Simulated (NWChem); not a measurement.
System: BClF$_{2}$; SMILES FB(F)Cl

```xyz
4

B     -0.0029    -0.4474     0.0000
F      0.0006    -1.1108    -1.1364
F      0.0006    -1.1108     1.1364
Cl     0.0002     1.3077     0.0000
```
Atoms are numbered in this order, from 1.

Program: NWChem. Geometry: optimised at B3LYP/6-31G* (spherical d). Ions are spin-unrestricted doublets at the neutral geometry; other ion states weren't tried. Functional: LC-ωPBE (HJS hole) with def2-SVP; rows give the range parameter ω in 1/bohr.

For range parameter (1/bohr) 0.15:

| Item | Result |
|---|---|
| vertical ionisation energy, ΔSCF (eV) | 12.50 |
| −ε(HOMO) (eV) | 10.27 |

Q: What are these values for range parameter (1/bohr) 0.30?

A: vertical ionisation energy, ΔSCF (eV): 12.81
−ε(HOMO) (eV): 11.87
